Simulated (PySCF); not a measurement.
HOMO–LUMO gap of the Kohn–Sham levels of molecules with a metal or metalloid centre, at PBE and at CAM-B3LYP.

Values in eV, from PySCF. Where two bases are given, the first is that of PBE. CAM-B3LYP is a level with its own limits.

```
system                            basis   PBE  CAM-B3LYP  PBE − CAM-B3LYP
----------------------------  ---------  ----  ---------  ---------------
Se(OH)(GeH3) singlet          def2-TZVP  3.20       7.79            -4.59
B(Cl)(OH)(OSiH3) singlet      def2-TZVP  6.67      11.36            -4.69
Si(Cl)(I)2(Me) singlet        def2-TZVP  4.19       8.34            -4.15
Si(F)2(NH2)2 singlet          def2-TZVP  6.37      11.00            -4.64
Ge(F)(I) singlet              def2-TZVP  2.89       6.84            -3.96
Ga(F)(Cl)(Vi) singlet         def2-TZVP  4.97       9.36            -4.39
B(F)2(nBu) singlet            def2-TZVP  6.99      11.95            -4.96
[SiH3]/C=C\S singlet          def2-TZVP  4.08       8.38            -4.31
CC(=O)C[SiH2]c1ccco1 singlet   def2-SVP  3.98       8.89            -4.91
O=Cc1ccc(O[SiH3])cc1 singlet   def2-SVP  3.12       7.74            -4.62
C=C[SiH2][Si](C)(C)C singlet   def2-SVP  5.00       9.53            -4.53
CO[SiH2]CC(C)C singlet         def2-SVP  6.57      11.48            -4.91
```

**Question.** What do these rows say about the size and sign of the difference from CAM-B3LYP?

**Answer.** The mean difference from CAM-B3LYP is -4.55 eV (median -4.60) and the mean absolute one 4.55 eV (median 4.60); PBE lies above in 0 and below in 12 of 12 cases. It is closest for Ge(F)(I) singlet (-3.96), Si(Cl)(I)2(Me) singlet (-4.15), [SiH3]/C=C\S singlet (-4.31) and furthest off for B(F)2(nBu) singlet (-4.96), CC(=O)C[SiH2]c1ccco1 singlet (-4.91), CO[SiH2]CC(C)C singlet (-4.91).
